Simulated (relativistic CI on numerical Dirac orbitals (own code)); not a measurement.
# Ligand-field terms of d7

Computed with a parametric ligand-field model of a d^n configuration (Racah B and C, spin-orbit zeta, crystal field), exact diagonalisation.

Field parameters in Wybourne normalisation: Oh B⁴₀ = 21Dq, B⁴₄ = √(5/14) B⁴₀; Td as Oh with Dq negative (B⁴₀ = 21Dq, B⁴₄ = √(5/14) B⁴₀). The field is a parameter set, without covalency.

(1) Ground term and bands for B = 600, C = 2760, ζ = 0 cm⁻¹, Td, 10Dq = -5500 cm⁻¹?

(2) Ground term and bands for B = 710, C = 2510, ζ = 0 cm⁻¹, Oh, 10Dq = 9700 cm⁻¹?

(3) A d7 ion in Oh symmetry has the ground term 4T1 and bands at 2E 7361 cm⁻¹ (1359 nm), 4T2 8226 cm⁻¹ (1216 nm), 2T1 14848 cm⁻¹ (673 nm), 2T2 15337 cm⁻¹ (652 nm), 4A2 17526 cm⁻¹ (571 nm), 4T1 18401 cm⁻¹ (543 nm). Which parameters reproduce them?

(4) Ground term and bands for B = 520, C = 2440, ζ = 0 cm⁻¹, Oh, 10Dq = 33550 cm⁻¹?

(5) Ground term and bands for B = 690, C = 2820, ζ = 0 cm⁻¹, Oh, 10Dq = 21200 cm⁻¹?

Answers

(1) Ground term 4A2 with 4.00 electrons in the two orbitals of the cubic e set. Spin-allowed: 4T2 5500 cm⁻¹ (1818 nm), 4T1 9150 cm⁻¹ (1093 nm), 4T1 16350 cm⁻¹ (612 nm). Lowest spin-forbidden: 2E 12261 cm⁻¹ (816 nm), 2T1 12787 cm⁻¹ (782 nm), 2A1 16180 cm⁻¹ (618 nm). With an A2 ground term the first spin-allowed band lies at |10Dq| itself.

(2) Ground term 4T1 with 2.06 electrons in the two orbitals of the cubic e set. Spin-allowed: 4T2 8628 cm⁻¹ (1159 nm), 4T1 18207 cm⁻¹ (549 nm), 4A2 18328 cm⁻¹ (546 nm). Lowest spin-forbidden: 2E 2878 cm⁻¹, 2T1 11190 cm⁻¹ (894 nm), 2T2 11500 cm⁻¹ (870 nm).

(3) B = 750, C = 3650, ζ = 0 cm⁻¹, Oh, 10Dq = 9300 cm⁻¹.

(4) Ground term 2E with 1.01 electrons in the two orbitals of the cubic e set. Spin-allowed: 2T1 31554 cm⁻¹ (317 nm), 2T2 32199 cm⁻¹ (311 nm), 2T1 35370 cm⁻¹ (283 nm), 2T2 44879 cm⁻¹ (223 nm). Lowest spin-forbidden: 4T1 21937 cm⁻¹ (456 nm), 4T2 54180 cm⁻¹ (185 nm), 4T1 60673 cm⁻¹ (165 nm).

(5) Ground term 2E with 1.03 electrons in the two orbitals of the cubic e set. Spin-allowed: 2T1 19223 cm⁻¹ (520 nm), 2T2 19832 cm⁻¹ (504 nm), 2T1 23857 cm⁻¹ (419 nm), 2T2 33946 cm⁻¹ (295 nm). Lowest spin-forbidden: 4T1 7494 cm⁻¹ (1334 nm), 4T2 27236 cm⁻¹ (367 nm), 4T1 36127 cm⁻¹ (277 nm).
